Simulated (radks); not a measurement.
The numbers below are computed, except where a source is named.
Sb, configuration [Kr] 4d10 5s2 5p3. Level of theory: scalar-relativistic Kohn-Sham, LDA (Slater exchange, Perdew-Wang correlation), spin-polarised, spherical densities, finite nucleus; open shells are filled with parallel spins first (spin-orbit coupling, left out, can overturn this in heavy ions); Fermi nuclear charge, rms radius 4.6802 fm; hard spherical wall at 5 bohr (a radial shooting solver on a logarithmic mesh with Libxc functionals).

Normalised radial functions P(r) = r R(r), r in bohr:

r,5s up,5s down,5p down
0.001691,0.0308,0.0314,0.0008
0.002543,0.0429,0.0437,0.0017
0.003793,0.0580,0.0591,0.0034
0.005704,0.0758,0.0772,0.0069
0.008578,0.0929,0.0947,0.0138
0.0129,0.1020,0.1039,0.0268
0.0194,0.0897,0.0914,0.0495
0.02894,0.0412,0.0419,0.0828
0.04352,-0.0503,-0.0512,0.1215
0.06544,-0.1465,-0.1492,0.1375
0.09842,-0.1470,-0.1498,0.0809
0.148,0.0292,0.0298,-0.0697
0.2208,0.2338,0.2381,-0.2009
0.332,0.1235,0.1254,-0.1020
0.4993,-0.2794,-0.2849,0.2129
0.7508,-0.2987,-0.3025,0.2950
1.129,0.2841,0.2932,-0.1069
1.698,0.7506,0.7568,-0.5879
2.533,0.6504,0.6423,-0.6976
3.809,0.2496,0.2502,-0.3858

5s up: eigenvalue -11.326 eV, 4 radial nodes at r = 0.0355, 0.141, 0.379, 0.950 bohr, <r> = 2.17 bohr, 90 % of the charge inside 3.16 bohr. 5s down: eigenvalue -9.539 eV, 4 radial nodes at r = 0.0355, 0.141, 0.379, 0.948 bohr, <r> = 2.16 bohr, 90 % of the charge inside 3.16 bohr. 5p down (empty): eigenvalue -0.861 eV, 3 radial nodes at r = 0.125, 0.383, 1.04 bohr, <r> = 2.51 bohr, 90 % of the charge inside 3.58 bohr.
